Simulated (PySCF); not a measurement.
**Levels of Ge²⁹⁺ from EOM-EA-GCCSD**

Reference: closed-shell Ge³⁰⁺, 1s2; one electron is added. Calculated with PySCF 2.14, two-component X2C-1e with screened spin-orbit coupling, an even-tempered Gaussian basis (17 s from 4.6 bohr⁻², ratio 2.6; 11 p from 6 bohr⁻², ratio 2.6; 6 d from 6.1 bohr⁻², ratio 2.8; 3 f from 270 bohr⁻², ratio 2.8); frozen nothing; the 34 highest virtual spinors dropped; of the others 52 kept and the rest restored at second order. No Breit or QED terms. Binding energies in eV.

| level | Koopmans |
| --- | --- |
| 2s1/2 | 3195.4 |
| 2p1/2 | 3134.3 |
| 2p3/2 | 3093.3 |

Question: How does correlation move these levels?

Answer: 2s1/2: second order 3195.6, EOM-CCSD 3195.6; 2p1/2: second order 3134.7, EOM-CCSD 3134.7; 2p3/2: second order 3093.6, EOM-CCSD 3093.6.

For comparison, the ionisation energy of Ge²⁹⁺ is 3194.3 eV (theoretical estimate listed by NIST; NIST Atomic Spectra Database, ionization energies).

Only part of the computed levels is shown.
